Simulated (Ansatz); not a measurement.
Ansatz (a first-principles code) input:

Ansatz 0.2 input:
```yaml
crystal:
  periodic: [false, false, false]
  atoms:
    - {symbol: Sn, position_ang: [-0.00000000, -0.00000000, -0.27417323]}
    - {symbol: O, position_ang: [0.00000000, 0.00000000, 1.71358267]}
basis:
  gaussian:
    orbitals: def2-TZVPD
hamiltonian:
  xc: {name: B2GP-PLYP}
total_charge: 1
magnetization: {spin_polarized: true, initial_magnetization: 1}
correlation: {electrons: outside_noble_gas}
```

Task: Predict the final energy.

Result: -288.79409 Eh (B2GP-PLYP/def2-TZVPD). The basis has 96 functions.
